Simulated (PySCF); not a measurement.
## Electron correlation in I²⁺ (iodine, charge +2)

[Kr] 4d10 5s1 5p4, high-spin 4P determinant (an excited configuration). All numbers are calculated (PySCF 2.14, the spin-free X2C one-electron Hamiltonian (Gaussian nucleus), in x2c-QZVPPall). Frozen: [Kr] 4d10; 5 electrons correlated.

```tsv
level	correlation energy (mhartree)
CCSD	-100.86
(T)	-6.48
CCSD(T)	-107.34
```

Diagnostics: T1 = 0.014, D1 = 0.0294, largest double amplitude 0.213.

Q: Is a single reference adequate?

A: Not fully. A double-excitation amplitude exceeds 0.15, a sign of near-degeneracy.
